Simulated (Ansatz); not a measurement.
Molecule: BiI2, net charge 0, doublet state. It need not be the lowest isomer of its formula. SMILES: [I][Bi][I]
Structure (B3LYP-D3(BJ)/def2-TZVP (Ansatz, a first-principles code) minimum search):
```
Bi
I 1 2.8142
I 1 2.8142 2 101.21
```
Charge 0, spin multiplicity 2.

Quantity: atomisation energy (electronic, to ground-state atoms), in kcal/mol. Correlated levels leave the core frozen unless marked. UHF or UKS for open shells. Spin-orbit coupling is left out. Frozen are the shells of the preceding noble gas and the d and f shells that filled before the atom's block. Past Kr the def2 sets carry scalar-relativistic core potentials. The coupled-cluster limit lacks core correlation, which all-electron functionals hold. CBS(X,Y): correlation extrapolated as X^-3; Hartree-Fock from the larger set. [CCSD(T)-MP2]/basis is that difference in the basis named.

```tsv
level	program	atomisation energy (kcal/mol)
HF/def2-TZVPP	Ansatz	46.6
BLYP/def2-TZVPD	Ansatz	110.4
```

### Question
Predict the RI-MP2/CBS(def2-TZVPPD,def2-QZVPPD)+[CCSD(T)-MP2]/def2-TZVPPD result (Ansatz).

### Answer
104.3 kcal/mol
